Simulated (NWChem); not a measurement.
# Lowest excitation of iminoborane (H2BN)

```xyz
4

B      0.0000     0.0000    -0.7011
N      0.0000     0.0000     0.5488
H      0.0000     0.0000    -1.8910
H      0.0000     0.0000     1.5544
```
Charge 0, spin multiplicity 1.

The numbers come from NWChem runs, not from measurements. All single points use one geometry, from PBE/def2-SVP, a minimum by its harmonic frequencies.

Basis set: aug-cc-pVDZ.

| method | lowest vertical singlet excitation energy (eV) | relative cost | difference from EOM-CCSD |
|---|---|---|---|
| CIS | 7.02 | 1 | -0.25 |
| TD-B3LYP | 6.75 | under 3 | -0.52 |
| EOM-CCSD | 7.27 | 4 | 0.00 |
| TDA-BHandHLYP | 6.85 | under 3 | -0.42 |
| TD-PBE | 6.74 | under 3 | -0.53 |

The values span 0.53 eV, from TD-PBE (lowest) to EOM-CCSD (highest). Relative cost: rough, from shared machines, SCF included, CIS = 1.

The correlated methods keep 2 core orbitals frozen. B3LYP has NWChem's definition, with VWN1-RPA local correlation. Coupled-cluster values serve here as a point of comparison, not as the truth.
